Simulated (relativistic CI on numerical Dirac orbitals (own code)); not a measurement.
# Calculated levels, Mn7+

Calculated at this level of theory: Dirac-Coulomb-Breit CI, orbitals from a KLI potential per configuration, QED by a radiative potential, unscaled Slater integrals (own radial code, finite nucleus).

CI space (outside the closed core [Ne]): 3s²3p⁶, 3s²3p⁵3d, 3s3p⁶3d, 3s²3p⁵4s, 3s²3p⁵4p, 3s²3p⁵4d, 3s3p⁶4s, 3s²3p⁵4f, 3s²3p⁵5s, 3s3p⁶4p, 3s²3p⁵5p, 3s²3p⁵5d, 3s3p⁶4d, 3s²3p⁵5f, 3s²3p⁵5g, 3s²3p⁵6s, 3s²3p⁵6p, 3s²3p⁵6d, 3p⁶3d4p, 3s3p⁶4f, 3s3p⁶5s, 3s3p⁶5p, 3s3p⁶5d, 3p⁶3d², 3p⁵3d³, 3p⁵3d²4s, 3p⁵3d²4p, 3p⁵3d²4d, 3p⁶3d4s, 3p⁵3d4s², 3p⁵3d4s4p, 3p⁵3d4s4d. Double excitations out of closed p, d and f shells are left out; levels of such configurations are missing from the list, as are those of other unlisted configurations, and high levels can miss mixing partners. These lack a partner that the ground configuration has and come out too high: 3s²3p⁵4f, 3s²3p⁵5s, 3s²3p⁵5p, 3s²3p⁵5d, 3s²3p⁵5f.

| No. | Configuration | Term | J | E (cm⁻¹) | % | Next component (%) | Lifetime (s) |
| --- | --- | --- | --- | --- | --- | --- | --- |
| 1 | 3s²3p⁶ | ¹S | 0 | 0 | 100 |  |  |
| 2 | 3s²3p⁵3d | ³P° | 0 | 368497 | 100 |  |  |
| 3 | 3s²3p⁵3d | ³P° | 1 | 370571 | 99 |  | 8.87e-08 |
| 4 | 3s²3p⁵3d | ³P° | 2 | 374904 | 98 | 1 ³D° | 9.13e-01 |
| 5 | 3s²3p⁵3d | ³F° | 4 | 386540 | 100 |  |  |
| 6 | 3s²3p⁵3d | ³F° | 3 | 389818 | 96 | 2 ¹F° | 1.09e+00 |
| 7 | 3s²3p⁵3d | ³F° | 2 | 393558 | 96 | 2 ¹D° | 5.37e-01 |
| 8 | 3s²3p⁵3d | ³D° | 3 | 418380 | 71 | 29 ¹F° | 4.58e-02 |
| 9 | 3s²3p⁵3d | ¹D° | 2 | 419990 | 56 | 41 ³D° | 2.70e-02 |
| 10 | 3s²3p⁵3d | ³D° | 1 | 422482 | 99 |  | 5.51e-09 |
| 11 | 3s²3p⁵3d | ³D° | 2 | 424298 | 57 | 42 ¹D° | 1.58e-02 |
| 12 | 3s²3p⁵3d | ¹F° | 3 | 426471 | 69 | 27 ³D° | 1.20e-02 |
| 13 | 3s²3p⁵3d | ¹P° | 1 | 562417 | 99 |  | 3.15e-12 |
| 14 | 3s3p⁶3d | ³D | 1 | 720904 | 99 |  | 2.39e-11 |
| 15 | 3s3p⁶3d | ³D | 2 | 721453 | 99 |  | 2.38e-11 |
| 16 | 3s3p⁶3d | ³D | 3 | 722329 | 99 |  | 2.37e-11 |
| 17 | 3s3p⁶3d | ¹D | 2 | 766771 | 100 |  | 2.29e-11 |
| 18 | 3s²3p⁵4s | ³P° | 2 | 798706 | 99 |  | 7.35e-07 |
| 19 | 3s²3p⁵4s | ³P° | 1 | 803461 | 73 | 26 ¹P° | 7.46e-11 |
| 20 | 3s²3p⁵4s | ³P° | 0 | 811164 | 99 |  | 7.15e-07 |
| 21 | 3s²3p⁵4s | ¹P° | 1 | 816861 | 73 | 26 ³P° | 2.78e-11 |
| 22 | 3s²3p⁵4p | ³S | 1 | 869810 | 94 | 3 ³P | 5.34e-11 |
| 23 | 3s²3p⁵4p | ³D | 2 | 886199 | 69 | 26 ¹D | 4.99e-11 |
| 24 | 3s²3p⁵4p | ³D | 3 | 886465 | 99 |  | 5.15e-11 |
| 25 | 3s²3p⁵4p | ³D | 1 | 891127 | 64 | 20 ¹P | 5.10e-11 |
| 26 | 3s²3p⁵4p | ³P | 2 | 895003 | 55 | 41 ¹D | 4.65e-11 |
| 27 | 3s²3p⁵4p | ¹P | 1 | 900063 | 50 | 35 ³D | 5.29e-11 |
| 28 | 3s²3p⁵4p | ³P | 0 | 902256 | 98 | 2 ¹S | 4.44e-11 |
| 29 | 3s²3p⁵4p | ³P | 2 | 903828 | 40 | 33 ¹D | 4.76e-11 |
| 30 | 3s²3p⁵4p | ³P | 1 | 905502 | 66 | 29 ¹P | 4.82e-11 |
| 31 | 3s²3p⁵4p | ¹S | 0 | 933759 | 96 | 2 ³P | 5.57e-11 |
| 32 | 3s²3p⁵4d | ³P° | 0 | 1010985 | 98 | 1 3s3p⁶4p ³P° | 1.45e-10 |
| 33 | 3s²3p⁵4d | ³P° | 1 | 1012267 | 94 | 2 ³D° | 1.24e-10 |
| 34 | 3s²3p⁵4d | ³P° | 2 | 1015281 | 87 | 7 ³D° | 1.47e-10 |
| 35 | 3s²3p⁵4d | ³F° | 4 | 1018236 | 100 |  | 1.51e-10 |
| 36 | 3s²3p⁵4d | ³F° | 3 | 1019286 | 63 | 35 ¹F° | 1.47e-10 |
| 37 | 3s²3p⁵4d | ³F° | 2 | 1023160 | 57 | 26 ¹D° | 1.42e-10 |
| 38 | 3s²3p⁵4d | ³D° | 3 | 1024411 | 49 | 38 ¹F° | 1.47e-10 |
| 39 | 3s²3p⁵4d | ¹P° | 1 | 1025313 | 66 | 33 ³D° | 1.45e-11 |
| 40 | 3s²3p⁵4d | ³F° | 2 | 1033670 | 43 | 36 ¹D° | 1.41e-10 |
| 41 | 3s²3p⁵4d | ³D° | 3 | 1034687 | 49 | 27 ¹F° | 1.46e-10 |
| 42 | 3s²3p⁵4d | ³D° | 2 | 1035121 | 55 | 34 ¹D° | 1.41e-10 |
| 43 | 3s²3p⁵4d | ³D° | 1 | 1037022 | 65 | 31 ¹P° | 2.81e-11 |
| 44 | 3s²3p⁵4f | ³D | 1 | 1110358 | 99 |  | 6.48e-12 |
| 45 | 3s²3p⁵4f | ³D | 2 | 1111730 | 92 | 4 ³F | 6.63e-12 |
| 46 | 3s²3p⁵4f | ³G | 5 | 1112609 | 100 |  | 8.05e-12 |
| 47 | 3s²3p⁵4f | ³G | 4 | 1114069 | 68 | 31 ¹G | 8.22e-12 |
| 48 | 3s²3p⁵4f | ³D | 3 | 1114232 | 79 | 11 ³F | 6.77e-12 |
| 49 | 3s²3p⁵4f | ³G | 3 | 1117677 | 60 | 23 ¹F | 8.11e-12 |
| 50 | 3s²3p⁵4f | ³F | 4 | 1118866 | 46 | 43 ¹G | 8.32e-12 |
| 51 | 3s²3p⁵4f | ¹D | 2 | 1121079 | 58 | 41 ³F | 9.89e-12 |
| 52 | 3s²3p⁵4f | ³G | 3 | 1128851 | 40 | 34 ¹F | 8.14e-12 |
| 53 | 3s²3p⁵4f | ³F | 4 | 1129578 | 52 | 26 ¹G | 8.23e-12 |
| 54 | 3s²3p⁵4f | ³F | 3 | 1129950 | 46 | 34 ¹F | 7.80e-12 |
| 55 | 3s²3p⁵4f | ³F | 2 | 1132286 | 55 | 38 ¹D | 9.01e-12 |
| 56 | 3s3p⁶4s | ³S | 1 | 1135020 | 85 | 12 3s²3p⁵5p ³S | 1.85e-11 |
| 57 | 3s²3p⁵5s | ³P° | 2 | 1139078 | 99 |  | 5.66e-11 |
| 58 | 3s²3p⁵5s | ¹P° | 1 | 1141230 | 52 | 48 ³P° | 3.00e-11 |
| 59 | 3s²3p⁵5s | ³P° | 0 | 1151495 | 98 | 1 3s3p⁶4p ³P° | 5.54e-11 |
| 60 | 3s²3p⁵5s | ³P° | 1 | 1153097 | 51 | 48 ¹P° | 3.11e-11 |
| 61 | 3s3p⁶4s | ¹S | 0 | 1154033 | 99 | 1 3s²3p⁵5p ¹S | 2.26e-11 |
| 62 | 3s²3p⁵5p | ³D | 2 | 1177313 | 58 | 35 ¹D | 5.98e-11 |
| 63 | 3s²3p⁵5p | ³D | 3 | 1177349 | 100 |  | 6.12e-11 |
| 64 | 3s²3p⁵5p | ³S | 1 | 1177488 | 66 | 22 ³P | 5.81e-11 |
| 65 | 3s²3p⁵5p | ¹P | 1 | 1179953 | 51 | 28 ³D | 6.39e-11 |
| 66 | 3s²3p⁵5p | ³P | 2 | 1180898 | 69 | 28 ¹D | 5.98e-11 |
| 67 | 3s²3p⁵5p | ³P | 0 | 1186761 | 85 | 15 ¹S | 6.01e-11 |
| 68 | 3s²3p⁵5p | ³D | 1 | 1189677 | 68 | 27 ¹P | 6.20e-11 |
| 69 | 3s²3p⁵5p | ³D | 2 | 1191615 | 39 | 36 ¹D | 6.10e-11 |
| 70 | 3s²3p⁵5p | ³P | 1 | 1192488 | 58 | 21 ¹P | 6.18e-11 |

Energies count from the lowest computed level; ° marks odd parity; lifetimes are radiative, by E1, M1, E2 decay to levels of this space only; some are left blank where a channel outside the calculation adds to the decay or the decay crosses a small, uncertain gap.

The mean weight of the leading LS term, summed over parents, in these 70 levels is 76 %, and that of the leading jj configuration (from the same eigenvectors) 81 %.

At this charge configurations can still be misplaced by up to about 7 % of their energy. 1 of the 1 excited levels that our extract of the measured tables holds in this range could be paired (the sources list more); they are missed by 23217 cm⁻¹ on average and 23217 at most, and levels without a partner can miss by more.

LS names give the leading component of a level, which can be under half, so a name can repeat, a term be missing and a line seem to break the LS rules.
